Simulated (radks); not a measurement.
Numerical settings for the nitrogen ion N+, [He] 2s2 2p2. All-electron calculation, scalar-relativistic Kohn-Sham, PBE, spin-polarised, spherical densities, point nucleus; open shells are filled with parallel spins first. Program: a radial shooting solver on a logarithmic mesh with Libxc functionals. The defaults (mesh step 0.008 in ln r, mesh end at 40 bohr or more with all orbitals vanishing there, Anderson mixing 0.5 over 9 steps, residual threshold near 1e-9 with the energy settled to 1e-9 hartree or 1e-11 of itself, here a cap of 85 iterations) give E = -54.0201 hartree and 2p at -22.032 eV in 13 iterations. Run on one thread of a shared host, so times are rough (Arm Neoverse V2): 0.06 s of CPU time, 0.06 s wall, 13 iterations on 2476 mesh points. Changes against that run (0 stands for a change within the tolerance of the run):

| setting | iterations | converged | E (mhartree) | e(2p) (meV) | CPU (s) |
|---|---|---|---|---|---|
| mesh step in ln r 0.005 | 13 | yes | 0 | 0 | 0.1 |
| mesh step in ln r 0.05 | 13 | yes | -0.000143 | 0 | 0.02 |
| mesh step in ln r 0.03 | 13 | yes | 0 | 0 | 0.02 |
| mesh end (bohr) 20 | 13 | yes | 0 | 0 | 0.06 |
| mesh end (bohr) 12 | 13 | yes | 0 | 0 | 0.06 |
| residual threshold 0.01 | 8 | yes | 0 | -0.0189 | 0.04 |
| residual threshold 0.001 | 8 | yes | 0 | -0.0189 | 0.04 |
| mixing 0.01 | 19 | yes | 0 | 0 | 0.09 |
| linear mixing, mixing 1 | 29 | yes | 0 | 0 | 0.12 |
| linear mixing, mixing 0.8 | 15 | yes | 0 | 0 | 0.06 |
| mixing history 20 | 17 | yes | 0 | 0 | 0.08 |
| iteration cap 3 | 3 | no | +0.276 | -397 | 0.02 |

No run marked as converged misses the energy by more than 1 mhartree. A mesh that ends early acts as a hard wall.
